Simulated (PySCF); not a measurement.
# One molecule, several mistakes: AlBH3NO

These are calculations, not measurements. They come from PySCF 2.14.0, an open-source quantum chemistry program, on an isolated molecule that a program drew, which may never have been made. The molecule is AlBH3NO (charge 0, singlet), drawn as the SMILES string `N[BH][Al]=[O]`.

Each row is a Hartree-Fock (HF) and frozen-core CCSD(T) single point in the cc-pV(D+d)Z basis, meant for a local HF minimum. Run 1 is clean. Each other run has one planted mistake out of seven kinds, and not every kind appears here: one electron removed, one electron added, multiplicity raised by two, geometry at a saddle point, minimal basis STO-3G, one bond length entered in bohr, all coordinates scaled. The reference is restricted for singlets and unrestricted otherwise, and also for a bond in bohr. Adding or removing an electron swaps singlet and doublet. Electrons count all cores. HOMO and LUMO are orbital energies over both spins, the gradient is its largest component, and the lowest frequency (negative if imaginary) is given only where the gradient is small. Bond lengths are over the 6 bonds as drawn. T1 is the CCSD diagnostic: over 0.02 (restricted) or 0.045 (unrestricted) a single reference is doubtful.

Geometry of the clean run:
```xyz
7
AlBH3NO, angstrom
N    -0.0147    0.4066    1.2961
B     0.2288    0.1027   -0.0304
Al    0.6905    1.6251   -1.4819
O     1.0274    2.7498   -2.5335
H     0.0011    1.3260    1.6859
H    -0.2294   -0.3013    1.9707
H     0.1790   -1.0460   -0.3728
```

```
run,electrons,basis functions,<S^2>,HOMO (eV),LUMO (eV),gradient (hartree/bohr),lowest frequency (cm^-1),mean bond (Å),longest bond (Å),T1,HF (hartree),CCSD(T) (hartree),mistake
1,36,80,0.000,-10.20,1.24,1.1e-05,121,1.3853,2.154,0.0284,-397.67923,-398.23109,no fault
2,36,27,0.000,-5.43,8.08,3.5e-02,-,1.3853,2.154,0.0375,-392.66040,-392.91336,minimal basis STO-3G
3,37,80,0.765,0.19,7.09,6.0e-02,-,1.3853,2.154,0.0261,-397.65206,-398.21025,one electron added
4,35,80,0.755,-16.95,-5.95,7.8e-02,-,1.3853,2.154,0.0187,-397.41970,-397.90126,?
5,36,80,0.000,-10.36,1.36,3.7e-02,-,1.3451,2.091,0.0265,-397.67228,-398.21738,?
```

**Which mistake was planted in run 4, and what did it cost?**

It counts 35 electrons, one fewer than the clean run, at the same geometry and basis. So the mistake is: one electron removed. Subtracting run 1 and multiplying by 627.51 kcal/mol a hartree, the energy moved by 162.9 kcal/mol in HF and 207.0 kcal/mol in CCSD(T).

**Which mistake was planted in run 5, and what did it cost?**

The mean and the longest bond both change by the same factor, 0.971, and the gradient is no longer small. So the mistake is: all coordinates scaled. Subtracting run 1 and multiplying by 627.51 kcal/mol a hartree, the energy moved by 4.4 kcal/mol in HF and 8.6 kcal/mol in CCSD(T).

Cautions from the logs. Run 1: T1 is over the limit, so its CCSD(T) energy is less reliable; run 2: T1 is over the limit, so its CCSD(T) energy is less reliable; run 3: the HOMO is above zero, so the electron isn't bound and the energy depends on the basis; run 5: T1 is over the limit, so its CCSD(T) energy is less reliable.
